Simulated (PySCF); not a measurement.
Start geometry of SbH2(OMe), `C[O][SbH2]` from GFN2-xTB (Å):
```
atom  x, y, z in Å
Sb1    1.021    1.383    0.446
H2     2.213    1.338   -0.739
H3     0.028    2.274   -0.632
O4     0.456   -0.389   -0.271
C5    -0.696   -1.011    0.212
H6    -0.658   -1.182    1.292
H7    -0.764   -1.977   -0.289
H8    -1.598   -0.436   -0.018
```

What comes out of this run: PBE0-D3(BJ)/def2-SVP geometry optimisation, gas phase, def2 core potentials past Kr in PySCF 2.14.0?

```
atom  x, y, z in Å
Sb1    1.0494    1.3115    0.4190
H2     2.3106    1.4291   -0.7382
H3     0.0458    2.3415   -0.5430
O4     0.4168   -0.4206   -0.3688
C5    -0.7110   -1.0199    0.1948
H6    -0.6655   -1.1048    1.3003
H7    -0.7928   -2.0444   -0.2061
H8    -1.6532   -0.4924   -0.0579
```

The energy falls by 6.1 kJ/mol over 8 energy and gradient evaluations, the largest force component goes from 0.0115 to 3.1e-04 Eh/bohr, and the atoms move by 0.097 Å rms after alignment. The bond that changes most is Sb1–H2 (ends: antimony bonded to O and 2 H; hydrogen on antimony), which lengthens by 0.034 Å. Bonds longer at the end by more than 0.005 Å: 6 of 7; shorter: 0. Among the angles that change most is H2–Sb1–O4, from 85.6° to 91.5°. Rotational constants go from 31416, 3126, 2996 to 30246, 3146, 3003 MHz. The orientation of the end geometry is arbitrary; only internal coordinates are fixed.

The run used 79 basis functions and 54 SCF cycles in all.

Stationary, but not proved a minimum. One conformer, not necessarily the lowest.
